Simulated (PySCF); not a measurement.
**UHF on Cr²⁺ (chromium, charge +2)**

Configuration: [Ar] 3d4, high-spin 5D determinant. Calculation: PySCF 2.14, in x2c-SVPall (5s3p3d1f, 36 functions); scalar relativity by spin-free X2C-1e.

| Quantity | Value |
| --- | --- |
| Total energy | -1048.706543 hartree |
| One-electron energy | -1428.1452 hartree |
| Hartree (Coulomb) energy | 427.1155 hartree |
| Exchange energy | -47.6769 hartree |
| ⟨S²⟩ | 6.0009 |
| ⟨L²⟩ | 6.013 |
| Sum of ⟨r⟩ | 14.58 bohr |
| Sum of ⟨r²⟩ | 16.21 bohr² |
| Traceless quadrupole moment −½Σ⟨3z² − r²⟩ along its main axis | -0.502 e·bohr² |
| Langevin diamagnetic susceptibility | -12.8 ×10⁻⁶ cm³/mol |
| Time after the integrals | 0.2 s of wall time on 1 thread of Neoverse-N1 (shared host) |

```csv
shell,electrons,mean orbital energy (hartree),spread (hartree),"rms radius, mean of both spins (bohr)"
1s α,1,-222.85095,0,0.0734
1s β,1,-222.84990,0,0.0734
2s α,1,-27.45465,0,0.316
2s β,1,-27.36214,0,0.316
2p α,3,-23.09890,0.00196,0.287
2p β,3,-23.00568,0.02937,0.287
3s α,1,-4.32732,0,0.965
3s β,1,-4.02134,0,0.965
3p α,3,-3.07424,0.04752,1.04
3p β,3,-2.69968,0.07337,1.04
3d α,4,-1.19154,0.06254,1.33
```

Densities and radii are taken from the X2C orbitals without a picture-change correction, which distorts them close to the nucleus.
